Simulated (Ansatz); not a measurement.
Calculated with Ansatz (gas phase, PBE0-D4/def2-TZVP geometries, no zero-point term in ΔE). CBS: MP2 limit from def2 TZ/QZ plus the TZ coupled-cluster correction, frozen cores. DFT in def2-TZVPP. B3LYP here is the variant with VWN-RPA as its local correlation; programs differ in this. HSE06 is defined as in plane-wave codes. For Sc outer-core shells are correlated without core-valence functions, which leaves a few kJ/mol of doubt a bond. Scalar relativity is left out up to krypton. One conformer a species, not always the lowest.

`[CH3][Sc]([NH2])[NH2]` + `[BH2][Al]([CH3])[NH2]` → `[CH3][Sc]([CH3])[NH2]` + `[BH2][Al]([NH2])[NH2]`  (redistribution)

Is it downhill or uphill in electronic energy at CCSD(T)/CBS, and by how much? (Best estimate.)

Computed: Uphill: ΔE = +33.2 kJ/mol.

What do these levels give: BLYP-D4, B3LYP-D4, r2SCAN, B3LYP, HSE06, CAM-B3LYP, LC-ωPBE, HF/def2-SVP, CCSD(T)/def2-SVP, MP2/def2-TZVPP, MP2/CBS(def2), CCSD/CBS(def2)? (Best estimate.)

The calculation gave: BLYP-D4 40.9, B3LYP-D4 38.4, r2SCAN 37.6, B3LYP 38.3, HSE06 39.0, CAM-B3LYP 37.2, LC-ωPBE 35.9, HF/def2-SVP 33.9, CCSD(T)/def2-SVP 41.9, MP2/def2-TZVPP 38.7, MP2/CBS(def2) 33.9, CCSD/CBS(def2) 31.2 kJ/mol.

Largest T1 diagnostic among the species: 0.014.

From BLYP to BHLYP (50 % exact exchange), in def2-TZVPP and without D4, ΔE moves by −6.0 kJ/mol. At CCSD(T), def2-SVP lies +8.7 kJ/mol from the extrapolated value and def2-TZVPP +4.8 kJ/mol. Leaving LDA and LC-ωPBE aside and taking each functional with its dispersion term where it has one, the values, not all of them listed here, spread over 7.4 kJ/mol, from BHLYP-D4 to PBE-D4.
